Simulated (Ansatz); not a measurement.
C3H5AlS, SMILES `S[CH2][Al]1[CH]=[CH]1` from Hartree–Fock to CCSD(T)

```xyz
10

S    -1.1141    0.7063    1.9465
C     0.5188    1.1964    1.2397
Al    0.3351   -0.1166   -0.1653
C    -0.2509   -0.8046   -1.7859
C     0.5169   -1.7046   -1.1023
H    -1.8831    1.1954    0.9578
H     0.5706    2.2690    1.0692
H     1.2461    0.9203    2.0043
H    -0.7244   -0.9468   -2.7564
H     0.7848   -2.7149   -1.4076
```

Charge 0, multiplicity 1. The structure was optimised at the PBE0-D4/def2-TZVP level. It is one conformer, not always the lowest. Frozen core, restricted reference, Ansatz. CBS rows extrapolate triple and quadruple zeta; past MP2 they add the triple-zeta difference.

```
     basis     HF (Eh)  MP2 corr.  CCSD corr.       (T)  CCSD(T) total
  def2-SVP  -755.59027   -0.58806    -0.63873  -0.02437     -756.25337
def2-TZVPP  -755.94455   -0.73417    -0.77878  -0.03886     -756.76219
def2-QZVPP  -755.96761   -0.78599           –         –              –
 CBS(def2)  -755.97079   -0.82438    -0.86899     as TZ     -756.87864
```
